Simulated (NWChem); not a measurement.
# Atomisation of H5BS

```
B
H 1 1.2147
H 1 1.2181 2 116.28
H 1 1.2181 2 116.28 3 -138.26
S 1 1.9950 2 106.79 3 110.87
H 5 1.3539 1 103.83 2 -48.11
H 5 1.3539 6 92.57 1 -104.92
```
Charge 0, spin multiplicity 1.

The numbers come from NWChem runs, not from measurements. The geometry was optimised at PBE0/def2-SVP, a minimum by its harmonic frequencies.

Basis set: def2-TZVP. The atomisation energy is electronic alone: no zero-point, thermal, spin-orbit or counterpoise terms. No value is extrapolated to the basis-set limit. Free atoms are single determinants with multiplicities B 2, H 2, S 3. Correlated methods freeze the same cores in atoms and molecule, 6 orbitals in all.

Relative cost: rough, from shared machines, SCF included, HF = 1. Costs are the molecule's.

B3LYP has NWChem's definition, with VWN1-RPA local correlation. GW and range-separated runs recompute their integrals, the others keep them in memory, which bears on the times. The structure started from a generated list of species. The stability of the SCF solutions was not checked. Open-shell Hartree-Fock references start from PBE0 orbitals; any time given for them includes that run. Coupled-cluster values serve here as a point of comparison, not as the truth.

```tsv
method	atomisation energy (kcal/mol)	relative cost
HF	360.8	1
LDA (SVWN5)	540.8	under 3
PBE0	477.2	under 3
PBE	480.8	under 3
B3LYP	478.6	under 3
BHandHLYP	…	under 3
r2SCAN	482.6	under 3
MP2	…	4
LC-wPBE (omega 0.3 per bohr)	476.1	20
CCSD(T)	…	20
```

**Question.** Fill in the missing entries.

**Answer.** 
- BHandHLYP, atomisation energy (kcal/mol): 470.8
- MP2, atomisation energy (kcal/mol): 456.5
- CCSD(T), atomisation energy (kcal/mol): 460.2
